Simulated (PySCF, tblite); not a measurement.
A set of runs on `FC(CBr)(F)F` (CF3CH2Br); the geometry of each is named by its level. Settings lines and outputs come from a driver script.

CF3CH2Br, C2H2BrF3.
Bonds: F1–C2, C2–F3, C2–F4, C2–C5, C5–Br6. Hydrogens: H7, H8 on C5.

Step 1: GFN2-xTB geometry optimisation, gas phase (tblite 0.8.0) (from a force-field or distance-geometry start)
```json
{"job": {"kind": "relax", "xc": "GFN2-xTB", "basis": "xTB"}, "charge": 0, "multiplicity": 1}
```
```
step      E/eV     max force
  0    -641.37216    1.905
  1    -641.57103    1.349
  2    -641.67645    0.842
...
 35    -641.72043    0.029
 36    -641.72048    0.018
 37    -641.72051    0.023
 38    -641.72053    0.019
 39    -641.72054    0.008
```

Energy lowered by 8.0 kcal/mol over 39 steps; largest atomic force 0.008 eV/Å at the end. «max force» is the largest atomic force in eV/Å.

Time: 0.23 s wall. Hardware: one thread, Arm Neoverse N1 (aarch64), no GPU (shared host).

Step 2: GFN2-xTB harmonic vibrations, gas phase (tblite 0.8.0) (on the GFN2-xTB geometry)
```json
{"job": {"kind": "ir", "xc": "GFN2-xTB", "basis": "xTB"}, "charge": 0, "multiplicity": 1}
```
```
(table of modes left out)
```

18 modes from 58 to 3010 cm⁻¹ (unscaled, harmonic); zero-point energy 25.3 kcal/mol; all wavenumbers are real at this level.

Hardware: one thread of an Arm Neoverse N1, shared host with 64 logical CPUs at a one-minute load of 56. Cost: 0.23 s.

Step 3: PBE0-D3(BJ)/def2-SVP geometry optimisation, gas phase (PySCF 2.14.0) (from the GFN2-xTB geometry)
```json
{"job": {"xc": "PBE0", "basis": "def2-SVP", "d3": "d3bj", "grid": 1, "maxiter": 30, "shake": 0.01, "kind": "geom"}, "charge": 0, "multiplicity": 1}
```
```
step   0  E = -2949.84901932  max force = 0.019777
step   1  E = -2949.84889044  max force = 0.016366
step   2  E = -2949.84989432  max force = 0.005190
step   3  E = -2949.85000719  max force = 0.001476
step   4  E = -2949.85007251  max force = 0.002178
step   5  E = -2949.85011809  max force = 0.002744
step   6  E = -2949.85013293  max force = 0.001144
step   7  E = -2949.85013382  max force = 0.000420
optimisation converged
```

Final energy -2949.85013 Eh after 7 steps; dipole 1.78 D. Energies in Eh; «max force» is the largest Cartesian gradient component in Eh/bohr.

Time: 37 s of wall time; peak memory 0.48 GiB. Hardware: one thread of an Arm Neoverse V2, no GPU, shared host with 32 logical CPUs at a one-minute load of 24.

Final geometry (PBE0-D3(BJ)/def2-SVP):
```
atom  x, y, z in Å
F1    -1.424    1.042   -0.277
C2    -0.591    0.014   -0.473
F3    -1.286   -1.108   -0.317
F4    -0.166    0.067   -1.731
C5     0.547    0.120    0.517
Br6    1.829   -1.299    0.327
H7     1.064    1.075    0.361
H8     0.137    0.082    1.533
```

 (This holds for the electronic-property runs.)
